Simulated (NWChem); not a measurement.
Species: C$_{2}$H$_{5}$ClSi; SMILES [SiH3]/C=C\Cl

```xyz
9

Si    -0.4284     1.6620     0.0000
C      1.0777     0.5395     0.0000
C      1.0317    -0.7943     0.0000
Cl    -0.4499    -1.6881     0.0000
H     -1.2652     1.4303     1.2155
H     -1.2652     1.4303    -1.2155
H      0.0450     3.0787     0.0000
H      2.0830     0.9767     0.0000
H      1.9108    -1.4452     0.0000
```
Atoms are numbered in this order, from 1.

Results from NWChem. Pople sets run with spherical d functions. All runs use the structure optimised with PBE0/def2-SVP. GIAO values for the isolated, static molecule; σ is the absolute isotropic shielding, δ = σ(reference) − σ with the isolated reference molecule computed at the same levels (13C: tetramethylsilane, 1H: tetramethylsilane, 29Si: tetramethylsilane).

For level Hartree-Fock/6-31G*:

| Quantity | Value |
|---|---|
| δ Si1 (ppm) | -54.4 |
| δ C2 (ppm) | 120.6 |
| δ C3 (ppm) | 140.2 |
| σ Cl4 (ppm) | 821.4 |

Estimate the same quantities for level KT2/pcSseg-1.

The δ Si1 (ppm) is -87.2, the δ C2 (ppm) comes out as 116.6 and the δ C3 (ppm) comes out as 143.1. The σ Cl4 (ppm) is 664.8.
